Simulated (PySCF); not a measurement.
## Shifts of the heteroatoms

Atom-mapped SMILES (the numbers label the heavy atoms): `[F:1][C:2]([F:3])([F:4])[O:5][C:6]1=[CH:7][O:8][CH2:9][CH2:10]1` (H(Xn): hydrogen on atom n).

Non-relativistic Hamiltonian, fast rotation and ring inversion assumed for equivalent nuclei, one conformer, no solvent model. PBE0-D3(BJ)/def2-SVP structure; shielding tensors at PBE0/pcSseg-1 (GIAO); spin–spin couplings from B3LYP/pcJ-1 (spin–dipole term only in couplings to heteroatoms); PySCF.

Question: Predict the $^{19}$F NMR data.

Answer: 
```tsv
atoms	environment	σ (ppm)	δ (ppm)
F1/F3/F4	fluorine of an OCF3 group	253.1	-62.7
```

Shieldings were converted by a linear fit to measured shifts: $^{19}$F: δ = 160.63 − 0.942σ +14.9 on sp3 carbon (rms 6.9 ppm, 221 shifts, 7.7 ppm with the 5 outliers that the fit left out vs CFCl3, solution or neat liquid). A few per cent of atoms miss by over 2 rms, more outside the fitted compound classes. Couplings are scaled by factors fitted to measured values: $^{2}J$(H,H) × 0.91 (rms 0.6 Hz), $^{3}J$(H,H) × 0.91 (rms 0.4 Hz, 0.5 with 2 outliers), $^{1}J$(C,F) × 0.77 (rms 7.3 Hz), $^{3}J$(C,F) × 1.48 (rms 1.3 Hz); all others are unscaled and can be 10–30 % off.

Couplings (the largest are listed; each averaged over equivalent pairs): $^{1}J$(F1,C2) = -257.8 Hz, $^{2}J$(F1,O5) = -16.5 Hz, $^{2}J$(F1,F3) = -1.1 Hz, $^{3}J$(F1,C6) = 1.5 Hz.

On a 400 MHz spectrometer $^{19}$F resonates near 376.4 MHz, so 1 ppm is 376.4 Hz.

Question: What are the $^{17}$O shifts?

Answer: 
```tsv
atoms	environment	σ (ppm)	δ (ppm)
O5	ether oxygen	194.6	90.6
O8	ether oxygen	248.5	42.5
```

Shieldings were converted by a linear fit to measured shifts: $^{17}$O (scatter 13.4 ppm rms, 14.2 ppm with the 1 outlier that the fit left out vs liquid water, solution or neat liquid). A few per cent of atoms miss by over 2 rms, more outside the fitted compound classes. Couplings are scaled by factors fitted to measured values: $^{2}J$(H,H) × 0.91 (rms 0.6 Hz), $^{3}J$(H,H) × 0.91 (rms 0.4 Hz, 0.5 with 2 outliers), $^{1}J$(C,F) × 0.77 (rms 7.3 Hz), $^{3}J$(C,F) × 1.48 (rms 1.3 Hz); all others are unscaled and can be 10–30 % off.

Couplings (the largest are listed; each averaged over equivalent pairs; quadrupolar broadening usually hides them): $^{2}J$(O8,H(C7)) = -22.6 Hz, $^{2}J$(F1,O5) = -16.5 Hz, $^{2}J$(O8,H(C9)) = -8.7 Hz, $^{3}J$(O8,H(C10)) = -1.8 Hz.

On a 300 MHz spectrometer $^{17}$O resonates near 40.7 MHz, so 1 ppm is 40.7 Hz.
